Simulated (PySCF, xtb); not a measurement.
C₃H₈ClNSi, SMILES [Si@@H](/C=N/C)(Cl)C. The values are those of a single conformer.

Harmonic wavenumbers (cm⁻¹) from GFN2-xTB (xtb) at its own minimum, in rising order: 30, 85, 92, 121, 158, 198, 247, 271, 400, 488, 618, 634, 732, 803, 830, 843, 861, 1038, 1077, 1134, 1317, 1370, 1385, 1454, 1468, 1468, 1469, 1716, 2218, 2760, 2877, 2983, 2999, 3033, 3038, 3060.

### Question
What does PBE-D3(BJ)/def2-SVP run with PySCF 2.14.0 give at its own minimum? (Estimate from the structure and the level; the computed values follow.)

### Answer
34, 101, 117, 135, 181, 214, 263, 297, 396, 516, 646, 687, 717, 779, 811, 866, 890, 994, 1084, 1105, 1210, 1272, 1351, 1369, 1378, 1394, 1407, 1666, 2159, 2850, 2896, 2984, 3012, 3035, 3088, 3098. Paired by order, the mean absolute difference is 36 cm⁻¹ and the zero-point energies are 64.7 and 64.3 kcal/mol.
